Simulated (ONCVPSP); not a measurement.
**Before and after: ONCV potential for rubidium**

```
Element                 : Rb
Generator               : ONCVPSP 4.0.1
Type                    : optimised norm-conserving Vanderbilt (ONCV)
Functional              : PBE
Relativity              : scalar-relativistic
Frozen core             : [Ar] 3d10
Valence charge          : 9
Reference configuration : 4s2 4p6 5s1
Partial waves           : 4s+5s: rc 2.30 bohr, ncon 4, nbas 8, qcut 6.1 1/bohr, 3 projectors, debl 2.1 Ha; 4p: rc 2.30 bohr, ncon 4, nbas 8, qcut 4.9 1/bohr, 2 projectors, debl 3.8 Ha; d scattering state at 0.09 Ha: rc 2.00 bohr, ncon 4, nbas 9, qcut 4.5 1/bohr, 2 projectors, debl 2.8 Ha
Local potential         : polynomial inside 1.35 bohr (lpopt 5, dvloc0 -1 Ha)
Core correction         : none
```

All-electron outer shells of the reference configuration (PBE, scalar-relativistic, ld1.x):

```json
{"shell": "3d", "level (eV)": "-103.96", "outermost node (bohr)": "–", "outermost maximum (bohr)": "0.39"}
{"shell": "4s", "level (eV)": "-31.89", "outermost node (bohr)": "0.62", "outermost maximum (bohr)": "1.25"}
{"shell": "4p", "level (eV)": "-15.96", "outermost node (bohr)": "0.64", "outermost maximum (bohr)": "1.42"}
{"shell": "5s", "level (eV)": "-2.23", "outermost node (bohr)": "1.79", "outermost maximum (bohr)": "4.38"}
```

Change: all radii scaled by about 0.80 (s 1.84, p 1.84, d 1.60 bohr); local potential polynomial inside 1.08 bohr (lpopt 5, dvloc0 -1 Ha).

Cutoffs: the cutoffs (Ha) at which the residual kinetic energy of the hardest occupied pseudo-wave falls to 1 and 0.1 mHa per electron; they do not see the model core or the augmentation charge, which bear on the density cutoff. Errors are all-electron minus pseudo energies relative to the spin-unpolarised reference configuration.

**Question.** Predict the effect on cutoff, ghosts and configuration errors.

**Answer.** The potential gets harder (11 Ha and 13 Ha → 14 Ha and 31 Ha); of the 4 tests that both files solve, the error grows in 0 and shrinks in 2 by more than 15 % and 0.3 meV (median size 0.5 → 0.2 meV); neither file shows a bound ghost. A smaller radius makes the pseudo-wave follow the all-electron one further in, where it bends more sharply, so more plane waves are needed.

```csv
quantity,base,changed
"cutoff, loose",11 Ha,14 Ha
"cutoff, tight",13 Ha,31 Ha
loose cutoff by channel,"s 11 Ha, p 6.6 Ha","s 14 Ha, p 7.0 Ha"
bound ghosts,none,none
GHOST(+) flags under 300 eV,s at 203.9 eV,"s at 137.6 eV, p at 215.1 eV"
"error for 4s2 4p6 5s0, meV [ΔE 4.15 eV]",-0.2,-0.1
"error for 4s2 4p6 5s0.5, meV [ΔE 1.58 eV]",-0.1,-0.1
"error for 4s2 4p6 5s0 5p1, meV [ΔE 1.52 eV]",+0.9,+0.2
"error for 4s2 4p5 5s1, meV [ΔE 21.14 eV]",-15,-12
```

Changed file: The cutoffs count occupied waves only; projector 2 of the d channel, the hardest unoccupied one, needs 47 Ha at the loose tolerance.
